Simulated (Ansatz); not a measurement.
A short molecular-dynamics run on the cluster K2Se (the lowest singlet isomer of a short search).

```yaml
crystal:
  periodic: [false, false, false]
  atoms:
    - {symbol: K, position_ang: [1.339186, -2.245520, 1.030287]}
    - {symbol: K, position_ang: [-1.535504, 2.254239, -0.676658]}
    - {symbol: Se, position_ang: [0.196318, -0.008729, -0.353629]}
basis:
  gaussian: {orbitals: "6-31G*"}
hamiltonian: {xc: {name: revPBE}, dispersion: d3bjatm}
md: {timestep: 2 fs, n_steps: 15, ensemble: nve, temperature: 700, initial_velocities: maxwell_boltzmann, seed: 102}
scf: {omitted_lower_state_checks: [starts]}
```

```sh
$ ansatz run in.yaml --threads 4 --pin off --events-out ev --progress --plain --max-ram 3916MiB
```

```
step  time (fs)  potential energy (eV)  kinetic (eV)  T (K)  conserved (eV)
   0        0.0            -97980.6462        0.0905    700     -97980.5558
   1        2.0            -97980.6462        0.0905    700     -97980.5558
   2        4.0            -97980.6451        0.0894    691     -97980.5558
   3        6.0            -97980.6428        0.0871    674     -97980.5558
   4        8.0            -97980.6394        0.0837    647     -97980.5558
   5       10.0            -97980.6349        0.0792    612     -97980.5558
   6       12.0            -97980.6294        0.0737    570     -97980.5557
   7       14.0            -97980.6231        0.0674    521     -97980.5557
   8       16.0            -97980.6162        0.0604    468     -97980.5557
   9       18.0            -97980.6087        0.0530    410     -97980.5557
  10       20.0            -97980.6011        0.0454    351     -97980.5557
  11       22.0            -97980.5936        0.0379    293     -97980.5557
  12       24.0            -97980.5864        0.0307    238     -97980.5557
  13       26.0            -97980.5799        0.0242    187     -97980.5556
  14       28.0            -97980.5742        0.0186    144     -97980.5556
  15       30.0            -97980.5697        0.0141    109     -97980.5556
```

Velocities are drawn at the set temperature; a run this short doesn't reach equilibrium.

The 6-31G sets use Cartesian d functions.

Frames (Å, forces in eV/Å):

```xyz
3
time=0.0 fs
K     1.339   -2.246    1.030   -0.023    0.038   -0.017
K    -1.536    2.254   -0.677    0.026   -0.038    0.012
Se    0.196   -0.009   -0.354   -0.002    0.000    0.004
3
time=2.0 fs
K     1.334   -2.237    1.026    0.003   -0.013    0.015
K    -1.536    2.254   -0.675    0.036   -0.051    0.014
Se    0.199   -0.013   -0.352   -0.039    0.064   -0.028
3
time=4.0 fs
K     1.329   -2.228    1.022    0.031   -0.066    0.047
K    -1.536    2.253   -0.674    0.045   -0.064    0.015
Se    0.202   -0.017   -0.351   -0.076    0.130   -0.062
3
time=6.0 fs
K     1.323   -2.219    1.018    0.059   -0.122    0.082
K    -1.536    2.252   -0.672    0.055   -0.075    0.016
Se    0.204   -0.021   -0.350   -0.114    0.197   -0.098
3
time=8.0 fs
K     1.318   -2.210    1.014    0.089   -0.180    0.117
K    -1.536    2.252   -0.671    0.063   -0.086    0.017
Se    0.207   -0.025   -0.348   -0.152    0.266   -0.134
3
time=10.0 fs
K     1.313   -2.202    1.010    0.119   -0.239    0.154
K    -1.536    2.251   -0.669    0.071   -0.096    0.018
Se    0.210   -0.029   -0.347   -0.190    0.335   -0.172
3
time=12.0 fs
K     1.308   -2.194    1.006    0.149   -0.299    0.191
K    -1.536    2.250   -0.668    0.078   -0.105    0.019
Se    0.212   -0.032   -0.346   -0.228    0.403   -0.209
3
time=14.0 fs
K     1.303   -2.186    1.003    0.180   -0.359    0.228
K    -1.536    2.249   -0.666    0.084   -0.112    0.019
Se    0.214   -0.036   -0.345   -0.264    0.471   -0.247
3
time=16.0 fs
K     1.299   -2.178    0.999    0.210   -0.418    0.265
K    -1.536    2.248   -0.665    0.090   -0.119    0.019
Se    0.217   -0.039   -0.344   -0.299    0.536   -0.284
3
time=18.0 fs
K     1.294   -2.171    0.996    0.239   -0.475    0.301
K    -1.536    2.246   -0.663    0.094   -0.124    0.019
Se    0.219   -0.042   -0.343   -0.333    0.599   -0.321
3
time=20.0 fs
K     1.290   -2.164    0.994    0.267   -0.530    0.336
K    -1.536    2.245   -0.662    0.097   -0.128    0.019
Se    0.221   -0.045   -0.343   -0.364    0.658   -0.355
3
time=22.0 fs
K     1.286   -2.158    0.991    0.293   -0.582    0.369
K    -1.535    2.243   -0.660    0.099   -0.130    0.019
Se    0.222   -0.047   -0.342   -0.392    0.712   -0.388
3
time=24.0 fs
K     1.283   -2.152    0.989    0.316   -0.629    0.399
K    -1.535    2.242   -0.659    0.100   -0.131    0.019
Se    0.224   -0.049   -0.342   -0.416    0.759   -0.417
3
time=26.0 fs
K     1.279   -2.147    0.988    0.337   -0.670    0.425
K    -1.534    2.240   -0.657    0.100   -0.130    0.018
Se    0.225   -0.050   -0.342   -0.437    0.800   -0.443
3
time=28.0 fs
K     1.276   -2.143    0.986    0.354   -0.705    0.448
K    -1.533    2.238   -0.655    0.098   -0.128    0.017
Se    0.226   -0.052   -0.342   -0.452    0.833   -0.465
3
time=30.0 fs
K     1.274   -2.139    0.985    0.368   -0.734    0.466
K    -1.533    2.236   -0.654    0.095   -0.124    0.016
Se    0.227   -0.052   -0.343   -0.463    0.857   -0.482
```

It took 37 s on 4 threads of Intel Xeon on a shared host.
